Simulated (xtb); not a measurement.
HBr, charge +1, doublet, from a rough starting geometry (a state made from the parent by changing its charge; the spin is typed, not shown lowest); GFN2-xTB in xtb.

Input for xtb:
```
$ xtb mol.xyz --gfn 2 --chrg 1 --uhf 1 --opt vtight --json

# file mol.xyz
2

Br     0.72674515     0.03316060    -0.01495797
H     -0.66299034    -0.02038261    -0.02756991
```

Q: What does xtb print? Leave out banner, timings and long lists.

A: 
```
   ID    Z sym.   atoms
    1   35 Br     1
    2    1 H      2

           -------------------------------------------------
          |                Calculation Setup                |
           -------------------------------------------------

           -------------------------------------------------
          |                 G F N 2 - x T B                 |
           -------------------------------------------------

          ...................................................
          :                      SETUP                      :
          :.................................................:
          :  # basis functions                  11          :
          :  # atomic orbitals                  10          :
          :  # shells                            4          :
          :  # electrons                         7          :
          :  max. iterations                   250          :
          :  Hamiltonian                  GFN2-xTB          :
          :  restarted?                      false          :
          :  GBSA solvation                  false          :
          :  PC potential                    false          :
          :  electronic temp.          300.0000000     K    :
          :  accuracy                    1.0000000          :
          :  -> integral cutoff          0.2500000E+02      :
          :  -> integral neglect         0.1000000E-07      :
          :  -> SCF convergence          0.1000000E-05 Eh   :
          :  -> wf. convergence          0.1000000E-03 e    :
          :  Broyden damping             0.4000000          :
          :  net charge                          1          :
          :  unpaired electrons                  1          :
          ...................................................

 iter      E             dE          RMSdq      gap      omega  full diag
   1     -3.9769494 -0.397695E+01  0.623E+00    9.11       0.0  T
   2     -3.9814681 -0.451867E-02  0.262E+00    8.77       1.0  T
   3     -3.9820110 -0.542879E-03  0.523E-01    8.60       1.0  T
   4     -3.9820237 -0.127165E-04  0.182E-01    8.67       1.0  T
   5     -3.9820328 -0.909894E-05  0.640E-02    8.64       1.1  T
   6     -3.9820333 -0.508789E-06  0.213E-02    8.65       3.3  T
   7     -3.9820334 -0.481791E-07  0.158E-02    8.65       4.5  T
   8     -3.9820334 -0.548253E-07  0.787E-04    8.65      89.8  T
   9     -3.9820334 -0.107856E-09  0.845E-05    8.65     837.0  T

   *** convergence criteria satisfied after 9 iterations ***

         :::::::::::::::::::::::::::::::::::::::::::::::::::::
         ::                     SUMMARY                     ::
         :::::::::::::::::::::::::::::::::::::::::::::::::::::
         :: total energy              -3.971901101827 Eh    ::
         :: gradient norm              0.028407441175 Eh/a0 ::
         :: HOMO-LUMO gap              8.648280311290 eV    ::
         ::.................................................::
         :: SCC energy                -3.982033406647 Eh    ::
         :: -> isotropic ES            0.174307555050 Eh    ::
         :: -> anisotropic ES         -0.001734572524 Eh    ::
         :: -> anisotropic XC          0.001161302449 Eh    ::
         :: -> dispersion             -0.000085922181 Eh    ::
         :: repulsion energy           0.010132304820 Eh    ::
         :: add. restraining           0.000000000000 Eh    ::
         :: total charge               1.000000000000 e     ::
         :::::::::::::::::::::::::::::::::::::::::::::::::::::

      -----------------------------------------------------------
     |                   =====================                   |
     |                        A N C O P T                        |
     |                   =====================                   |
     |               Approximate Normal Coordinate               |
     |                Rational Function Optimizer                |
[...]
 * total energy  :    -3.9719011 Eh     change       -0.1195932E-11 Eh
 * total energy  :    -3.9727458 Eh     change       -0.8447186E-03 Eh
 * total energy  :    -3.9729325 Eh     change       -0.1867048E-03 Eh
 * total energy  :    -3.9729394 Eh     change       -0.6901052E-05 Eh
 * total energy  :    -3.9729395 Eh     change       -0.4611277E-07 Eh
   *** GEOMETRY OPTIMIZATION CONVERGED AFTER 5 ITERATIONS ***
[...]
         ::                     SUMMARY                     ::
         :::::::::::::::::::::::::::::::::::::::::::::::::::::
         :: total energy              -3.972939472307 Eh    ::
         :: gradient norm              0.000087291816 Eh/a0 ::
         :: HOMO-LUMO gap              8.168948914071 eV    ::
         ::.................................................::
         :: SCC energy                -3.979042695900 Eh    ::
         :: -> isotropic ES            0.173419882929 Eh    ::
         :: -> anisotropic ES         -0.002712393948 Eh    ::
         :: -> anisotropic XC          0.001307941970 Eh    ::
         :: -> dispersion             -0.000084815482 Eh    ::
         :: repulsion energy           0.006103223593 Eh    ::
         :: add. restraining           0.000000000000 Eh    ::
         :: total charge               1.000000000000 e     ::
         :::::::::::::::::::::::::::::::::::::::::::::::::::::

           -------------------------------------------------
          |                Property Printout                |
           -------------------------------------------------

    * Orbital Energies and Occupations

         #    Occupation            Energy/Eh            Energy/eV
      -------------------------------------------------------------
         1        2.0000           -1.1564898             -31.4697
         2        2.0000           -0.8667753             -23.5862
         3        1.5000           -0.8176785             -22.2502
         4        1.5000           -0.8176785             -22.2502 (HOMO)
         5                         -0.5174751             -14.0812 (LUMO)
         6                         -0.3323522              -9.0438
         7                         -0.3323522              -9.0438
         8                         -0.3315728              -9.0226
         9                         -0.3315728              -9.0226
        10                          0.2615254               7.1165
      -------------------------------------------------------------
                  HL-Gap            0.3002033 Eh            8.1689 eV
             Fermi-level           -0.7426277 Eh          -20.2079 eV

     #   Z          covCN         q      C6AA      α(0)
     1  35 Br       0.870     0.540   170.694    21.065
     2   1 H        0.870     0.460     0.383     0.969

 Mol. C6AA /au·bohr⁶  :        187.244370
 Mol. C8AA /au·bohr⁸  :      11244.393698
 Mol. α(0) /au        :         22.034127

Wiberg/Mayer (AO) data.
largest (>0.10) Wiberg bond orders for each atom

 ---------------------------------------------------------------------------
     #   Z sym  total        # sym  WBO       # sym  WBO       # sym  WBO
 ---------------------------------------------------------------------------
     1  35 Br   0.788 --     2 H    0.788
     2   1 H    0.788 --     1 Br   0.788
 ---------------------------------------------------------------------------

Topologies differ in total number of bonds
Writing topology from bond orders to xtbtopo.mol

molecular dipole:
                 x           y           z       tot (Debye)
 q only:        0.169       0.016      -0.039
   full:        0.125       0.015      -0.040       0.335
molecular quadrupole (traceless):
                xx          xy          yy          xz          yz          zz
 q only:        1.888       0.112      -0.943       0.015       0.000      -0.945
  q+dip:        2.364       0.139      -1.181       0.025       0.000      -1.184
   full:        2.021       0.119      -1.009       0.020       0.000      -1.012

optimized geometry written to: xtbopt.xyz

           -------------------------------------------------
          | TOTAL ENERGY               -3.972939472307 Eh   |
          | GRADIENT NORM               0.000087291816 Eh/α |
          | HOMO-LUMO GAP               8.168948914071 eV   |
           -------------------------------------------------

normal termination of xtb
```
